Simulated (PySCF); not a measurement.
How PBE and CAM-B3LYP compare on the dipole moment of molecules with a metal or metalloid centre.

Values in D, from PySCF. Where two bases are given, the first is that of PBE. CAM-B3LYP is a level with its own limits.

```
system                                         basis   PBE  CAM-B3LYP  PBE − CAM-B3LYP
-----------------------------------------  ---------  ----  ---------  ---------------
C[SiH2][Si](Cl)(Cl)Cl singlet              def2-TZVP  2.24       2.34            -0.10
Ge(OH)3(tBu) singlet                        def2-SVP  0.87       1.04            -0.17
[SiH3]C[SiH2]Cl singlet                    def2-TZVP  1.86       1.96            -0.10
B(F)2(Cl)(NH3) singlet                     def2-TZVP  6.14       6.32            -0.18
B(F)(Cl)(Br) singlet                       def2-TZVP  0.26       0.30            -0.04
B2(mu-H)2(Me)4 singlet                      def2-SVP  0.00       0.00             0.00
Si(Me)(OH)2(SMe) singlet                   def2-TZVP  1.04       1.16            -0.12
Te(OH)(SMe) singlet                        def2-TZVP  2.83       2.99            -0.16
Ge(H)(Me)2(NMe2) singlet                    def2-SVP  0.82       0.84            -0.02
B(H)(Et)(NH2) singlet                      def2-TZVP  1.73       1.65             0.08
Sn(OMe)2(NH2)2 singlet                      def2-SVP  0.89       0.92            -0.04
C[Si](C)(C)/C=[CH]/[Al]([OH])[OH] singlet   def2-SVP  0.99       1.14            -0.16
Te(OH)(SeH) singlet                        def2-TZVP  0.88       1.08            -0.21
B(CCH)2(Me) singlet                        def2-TZVP  0.16       0.15             0.01
Al(OMe)(SiH3)2 singlet                     def2-TZVP  1.11       1.14            -0.04
CB(C)N[SiH3] singlet                       def2-TZVP  0.77       0.77             0.00
Si(Cl)2(Vi)2 singlet                       def2-TZVP  2.67       2.86            -0.19
Ge(Me)3(SeH) singlet                       def2-TZVP  2.07       2.15            -0.08
Cl[SiH](Cl)C[SiH](Cl)Cl singlet            def2-TZVP  0.92       0.91             0.01
[OH][Al]([OH])/[CH]=[CH]/[GeH3] singlet    def2-TZVP  2.42       2.54            -0.12
Mg(tBu)(OH) singlet                        def2-TZVP  2.45       3.00            -0.55
Mg(Br)(OH) singlet                         def2-TZVP  1.94       2.11            -0.17
Si(Cl)2(OH)(NH2) singlet                   def2-TZVP  1.57       1.55             0.02
O[Si](O)(O)O[Si](F)(F)F singlet            def2-TZVP  1.31       1.32            -0.01
```

The mean difference from CAM-B3LYP is -0.10 D (median -0.09) and the mean absolute one 0.11 D (median 0.09); PBE lies above in 6 and below in 18 of 24 cases. It is closest for B2(mu-H)2(Me)4 singlet (0.00), CB(C)N[SiH3] singlet (0.00), O[Si](O)(O)O[Si](F)(F)F singlet (-0.01) and furthest off for Mg(tBu)(OH) singlet (-0.55), Te(OH)(SeH) singlet (-0.21), Si(Cl)2(Vi)2 singlet (-0.19).
